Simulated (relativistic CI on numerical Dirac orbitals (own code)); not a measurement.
Energy levels of Ba²⁺

These numbers are calculated, not measured: Dirac-Coulomb-Breit CI, KLI orbitals optimised for each configuration, model QED (radiative potential, 1s self-energy scaled to tabulated hydrogen-like ionisation energies), valence Slater integrals scaled by 0.85, P86 correlation energy added to each configuration (own radial code, finite nucleus).

CI space (outside the closed core [Kr] 4d10): 5s2.5p6, 5s2.5p5.5d, 5s2.5p5.5f, 5s2.5p5.6s, 5s2.5p5.6p, 5s.5p6.5d, 5s2.5p5.4f, 5s2.5p5.7s, 5s2.5p5.6d, 5s2.5p5.7p, 5s.5p6.5f, 5s2.5p5.8s, 5s2.5p5.7d, 5s2.5p5.5g, 5s2.5p5.6f, 5s2.5p5.8p, 5s.5p6.6p, 5s.5p6.6s, 5p6.5d2, 5p5.5d3, 5p5.5d2.5f, 5p5.5d2.6s, 5p5.5d2.6p, 5p5.4f.5d2, 5p6.4f2, 5p5.4f2.5d, 5p5.4f2.5f, 5p5.4f2.6s, 5p5.4f2.6p, 5p5.4f3. Double excitations out of closed p, d and f shells are left out; levels of such configurations are missing from the list, as are those of other unlisted configurations, and high levels can miss mixing partners. These lack a partner that the ground configuration has and come out too high: 5s2.5p5.7s, 5s2.5p5.6d, 5s2.5p5.7p, 5s2.5p5.8s, 5s2.5p5.7d.

| No. | Configuration | Term | J | E (cm⁻¹) | % | Next component (%) | Landé g | jj configuration (%) |
| --- | --- | --- | --- | --- | --- | --- | --- | --- |
| 1 | 5s2.5p6 | 1S | 0 | 0.0 | 100 |  |  | closed (100) |
| 2 | 5s2.5p5.5d | 3P° | 0 | 134058.6 | 99 | 1 5s2.5p5.6s 3P° |  | 5p3/2^3 5d3/2 (99) |
| 3 | 5s2.5p5.5d | 3P° | 1 | 135872.4 | 93 | 5 3D° | 1.448 | 5p3/2^3 5d3/2 (70) |
| 4 | 5s2.5p5.5d | 3P° | 2 | 139334.6 | 79 | 13 3D° | 1.430 | 5p3/2^3 5d5/2 (69) |
| 5 | 5s2.5p5.5d | 3F° | 4 | 140436.3 | 100 |  | 1.250 | 5p3/2^3 5d5/2 (100) |
| 6 | 5s2.5p5.5d | 3F° | 3 | 142446.4 | 76 | 16 1F° | 1.092 | 5p3/2^3 5d3/2 (92) |
| 7 | 5s2.5p5.5d | 3F° | 2 | 145429.0 | 47 | 32 1D° | 0.876 | 5p3/2^3 5d3/2 (75) |
| 8 | 5s2.5p5.5d | 3D° | 3 | 149216.0 | 61 | 39 1F° | 1.203 | 5p3/2^3 5d5/2 (97) |
| 9 | 5s2.5p5.6s | 3P° | 2 | 155553.4 | 94 | 3 5s2.5p5.5d 3D° | 1.478 | 5p3/2^3 6s (94) |
| 10 | 5s2.5p5.5d | 3D° | 1 | 156183.5 | 73 | 11 5s2.5p5.6s 1P° | 0.691 | 5p1/2 5p3/2^4 5d3/2 (29) |
| 11 | 5s2.5p5.6s | 1P° | 1 | 157821.5 | 48 | 31 3P° | 1.088 | 5p3/2^3 6s (79) |
| 12 | 5s2.5p5.5d | 3F° | 2 | 159670.7 | 52 | 33 1D° | 0.851 | 5p1/2 5p3/2^4 5d3/2 (91) |
| 13 | 5s2.5p5.5d | 3D° | 2 | 162215.0 | 49 | 27 1D° | 1.199 | 5p1/2 5p3/2^4 5d5/2 (86) |
| 14 | 5s2.5p5.5d | 1F° | 3 | 163488.1 | 45 | 30 3D° | 1.122 | 5p1/2 5p3/2^4 5d5/2 (95) |
| 15 | 5s2.5p5.4f | 3D | 1 | 171969.0 | 97 | 2 5s2.5p5.5f 3D | 0.498 | 5p3/2^3 4f5/2 (97) |
| 16 | 5s2.5p5.6s | 3P° | 0 | 173157.1 | 99 | 1 5s2.5p5.5d 3P° |  | 5p1/2 5p3/2^4 6s (99) |
| 17 | 5s2.5p5.4f | 3D | 2 | 174133.8 | 91 | 5 3F | 1.141 | 5p3/2^3 4f5/2 (52) |
| 18 | 5s2.5p5.6s | 3P° | 1 | 174220.7 | 58 | 41 1P° | 1.296 | 5p1/2 5p3/2^4 6s (99) |
| 19 | 5s2.5p5.4f | 3D | 3 | 177585.2 | 79 | 11 3F | 1.282 | 5p3/2^3 4f7/2 (74) |
| 20 | 5s2.5p5.4f | 3G | 5 | 177764.2 | 98 | 2 5s2.5p5.5f 3G | 1.200 | 5p3/2^3 4f7/2 (98) |
| 21 | 5s2.5p5.6p | 3S | 1 | 179157.4 | 77 | 20 3P | 1.881 | 5p3/2^3 6p1/2 (63) |
| 22 | 5s2.5p5.4f | 3G | 4 | 179265.8 | 71 | 23 1G | 1.045 | 5p3/2^3 4f5/2 (93) |
| 23 | 5s2.5p5.6p | 3D | 2 | 182260.3 | 53 | 39 1D | 1.128 | 5p3/2^3 6p1/2 (97) |
| 24 | 5s2.5p5.4f | 3G | 3 | 182927.5 | 54 | 25 1F | 0.876 | 5p3/2^3 4f5/2 (79) |
| 25 | 5s2.5p5.6p | 3D | 3 | 183914.2 | 99 |  | 1.334 | 5p3/2^3 6p3/2 (99) |
| 26 | 5s2.5p5.5d | 1P° | 1 | 184950.9 | 78 | 13 5s2.5p5.6d 1P° | 0.978 | 5p1/2 5p3/2^4 5d3/2 (50) |
| 27 | 5s2.5p5.6p | 1P | 1 | 185167.8 | 55 | 22 3D | 1.023 | 5p3/2^3 6p3/2 (64) |
| 28 | 5s2.5p5.4f | 3F | 4 | 185519.2 | 50 | 41 1G | 1.133 | 5p3/2^3 4f7/2 (92) |
| 29 | 5s2.5p5.6p | 3P | 2 | 186260.8 | 70 | 26 1D | 1.350 | 5p3/2^3 6p3/2 (96) |
| 30 | 5s2.5p5.6p | 3P | 0 | 189797.8 | 50 | 49 1S |  | 5p3/2^3 6p3/2 (96) |
| 31 | 5s2.5p5.4f | 3F | 2 | 189969.8 | 59 | 33 1D | 0.806 | 5p3/2^3 4f7/2 (45) |
| 32 | 5s2.5p5.4f | 3G | 3 | 196995.1 | 43 | 34 1F | 0.906 | 5p1/2 5p3/2^4 4f5/2 (87) |
| 33 | 5s2.5p5.4f | 3F | 3 | 198295.1 | 48 | 31 1F | 1.102 | 5p1/2 5p3/2^4 4f7/2 (81) |
| 34 | 5s2.5p5.4f | 3F | 4 | 199190.1 | 42 | 32 1G | 1.122 | 5p1/2 5p3/2^4 4f7/2 (92) |
| 35 | 5s2.5p5.6p | 3D | 1 | 199684.6 | 70 | 28 1P | 0.663 | 5p1/2 5p3/2^4 6p1/2 (98) |
| 36 | 5s2.5p5.6p | 3D | 2 | 202167.7 | 38 | 27 1D | 1.130 | 5p1/2 5p3/2^4 6p3/2 (82) |
| 37 | 5s2.5p5.6p | 3P | 1 | 202329.1 | 61 | 16 3S | 1.435 | 5p1/2 5p3/2^4 6p3/2 (96) |
| 38 | 5s2.5p5.6p | 3P | 0 | 204098.1 | 50 | 48 1S |  | 5p1/2 5p3/2^4 6p1/2 (96) |
| 39 | 5s2.5p5.4f | 1D | 2 | 205102.6 | 51 | 25 3F | 0.945 | 5p1/2 5p3/2^4 4f5/2 (70) |
| 40 | 5s2.5p5.6d | 3P° | 0 | 218268.9 | 99 |  |  | 5p3/2^3 6d3/2 (99) |
| 41 | 5s2.5p5.6d | 3P° | 1 | 218886.1 | 81 | 16 3D° | 1.333 | 5p3/2^3 6d3/2 (82) |
| 42 | 5s2.5p5.7s | 3P° | 2 | 219590.6 | 46 | 32 5s2.5p5.6d 3P° | 1.415 | 5p3/2^3 7s (46) |
| 43 | 5s2.5p5.6d | 3F° | 4 | 219689.5 | 100 |  | 1.250 | 5p3/2^3 6d5/2 (100) |
| 44 | 5s2.5p5.6d | 3F° | 3 | 219909.6 | 57 | 37 1F° | 1.068 | 5p3/2^3 6d3/2 (100) |
| 45 | 5s2.5p5.7s | 3P° | 2 | 220290.7 | 53 | 24 5s2.5p5.6d 3P° | 1.417 | 5p3/2^3 7s (53) |
| 46 | 5s2.5p5.7s | 1P° | 1 | 220683.0 | 63 | 35 3P° | 1.177 | 5p3/2^3 7s (97) |
| 47 | 5s2.5p5.6d | 1D° | 2 | 220802.5 | 53 | 25 3F° | 0.964 | 5p3/2^3 6d3/2 (66) |
| 48 | 5s2.5p5.6d | 3D° | 3 | 221311.8 | 69 | 28 1F° | 1.233 | 5p3/2^3 6d5/2 (100) |
| 49 | 5s2.5p5.6d | 3D° | 1 | 226628.6 | 51 | 31 1P° | 0.789 | 5p3/2^3 6d5/2 (67) |
| 50 | 5s2.5p5.7p | 3S | 1 | 229965.4 | 68 | 28 3P | 1.824 | 5p3/2^3 7p1/2 (68) |
| 51 | 5s2.5p5.7p | 3D | 2 | 230666.2 | 37 | 27 1D | 1.129 | 5p3/2^3 7p1/2 (70) |
| 52 | 5s2.5p5.5f | 3D | 1 | 230698.6 | 94 | 2 5s2.5p5.4f 3D | 0.520 | 5p3/2^3 5f5/2 (94) |
| 53 | 5s2.5p5.7p | 3D | 3 | 231288.9 | 80 | 11 5s2.5p5.5f 3D | 1.310 | 5p3/2^3 7p3/2 (80) |
| 54 | 5s2.5p5.5f | 3D | 2 | 231371.7 | 53 | 14 1D | 1.114 | 5p3/2^3 5f7/2 (48) |
| 55 | 5s2.5p5.5f | 3G | 5 | 231396.6 | 97 | 2 5s2.5p5.4f 3G | 1.200 | 5p3/2^3 5f7/2 (97) |
| 56 | 5s2.5p5.5f | 3G | 4 | 231516.0 | 49 | 48 1G | 1.026 | 5p3/2^3 5f5/2 (96) |
| 57 | 5s2.5p5.7p | 1P | 1 | 232111.4 | 60 | 17 3D | 1.025 | 5p3/2^3 7p3/2 (66) |
| 58 | 5s2.5p5.5f | 3D | 3 | 232365.5 | 39 | 26 3F | 1.221 | 5p3/2^3 5f7/2 (67) |
| 59 | 5s2.5p5.7p | 3P | 2 | 232511.8 | 40 | 22 5s2.5p5.5f 3F | 1.127 | 5p3/2^3 7p3/2 (49) |
| 60 | 5s2.5p5.7p | 3P | 2 | 232548.3 | 34 | 26 5s2.5p5.5f 1D | 1.094 | 5p3/2^3 7p3/2 (49) |
| 61 | 5s2.5p5.5f | 1F | 3 | 232723.9 | 43 | 28 3G | 0.950 | 5p3/2^3 5f5/2 (83) |
| 62 | 5s2.5p5.5f | 3F | 4 | 232893.5 | 67 | 18 1G | 1.182 | 5p3/2^3 5f7/2 (94) |
| 63 | 5s2.5p5.7p | 1S | 0 | 234575.0 | 56 | 41 3P |  | 5p3/2^3 7p3/2 (96) |
| 64 | 5s2.5p5.6d | 3F° | 2 | 237525.0 | 71 | 23 1D° | 0.777 | 5p1/2 5p3/2^4 6d3/2 (99) |
| 65 | 5s2.5p5.7s | 3P° | 0 | 237779.8 | 100 |  |  | 5p1/2 5p3/2^4 7s (100) |
| 66 | 5s2.5p5.6d | 3D° | 2 | 237912.1 | 41 | 40 3P° | 1.263 | 5p1/2 5p3/2^4 6d5/2 (98) |
| 67 | 5s2.5p5.7s | 3P° | 1 | 238102.5 | 64 | 36 1P° | 1.322 | 5p1/2 5p3/2^4 7s (100) |
| 68 | 5s2.5p5.6d | 3F° | 3 | 238287.8 | 40 | 35 1F° | 1.117 | 5p1/2 5p3/2^4 6d5/2 (99) |
| 69 | 5s2.5p5.6d | 1P° | 1 | 241080.5 | 42 | 30 3D° | 0.891 | 5p1/2 5p3/2^4 6d3/2 (76) |
| 70 | 5s2.5p5.7d | 3P° | 0 | 246666.9 | 100 |  |  | 5p3/2^3 7d3/2 (100) |

Energies count from the lowest computed level; ° marks odd parity. Filled j subshells are mostly left out of the jj labels.

The mean weight of the leading LS term, summed over parents, in these 70 levels is 66 %, and that of the leading jj configuration (from the same eigenvectors) 83 %, so jj coupling describes them better and the LS labels are nominal.

For a near-neutral ion this model can misplace configurations by up to about 10,000 cm⁻¹ (more where the count of f electrons changes) and terms by 10 to 25 % of their spread. Rates follow the energies as ν³ (E1, M1) or ν⁵ (E2), so they and the lifetimes can be off by large factors. The fine structure of a lone outer electron comes out too small, for d and f at times inverted, and misplaced configurations move strength between like terms. 22 of the 37 excited levels that our extract of the measured tables holds in this range could be paired (the sources list more); they are missed by 3336 cm⁻¹ on average and 7371 at most, and levels without a partner can miss by more.

LS names give the leading component of a level, which can be under half, so a name can repeat, a term be missing and a line seem to break the LS rules.
